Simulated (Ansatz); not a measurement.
The Ge1–H2 bond of GeH2O (SMILES [OH][GeH]) is stretched (multiplicity 1, the rest rigid).
Geometry at rest (charge 0, multiplicity 1):
```xyz
4

Ge    -0.235    -0.201     0.247
H     -1.411    -0.032    -0.859
O      1.025     0.681    -0.689
H      0.738     1.016    -1.545
```

Correlated levels freeze the cores. Filled d and f shells under p-block atoms count as core.

Codes used: Ansatz (Gaussian orbitals). Values without a source in brackets are computed.

Energies above the point at 1.623 Å (the B3LYP-D3(BJ) bond length), FIC-MRCISD+Q on CASSCF(2,2)/cc-pVTZ (kcal/mol): 4.42 at 1.461 Å; 3.17 at 1.785 Å; 71.23 at 5.194 Å.

Problem. Take the last value as the depth D of a Morse curve D(1 − e^(−a(R − R₀)))², fit a and R₀ to the two near points, and test it at 2.191 and 2.840 Å.

Solution. 
With D = 71.2, both near points (counted from the curve's value at 1.623 Å) are met by a = 1.42 Å⁻¹ and R₀ = 1.618 Å, so k = 2Da² = 286 kcal/(mol Å²). The curve then gives 22.0 and 48.2 kcal/mol; the level itself gives 22.2 and 51.2, so Morse is off by -0.2 and -3.0.

Ansatz is a program for electronic structure.
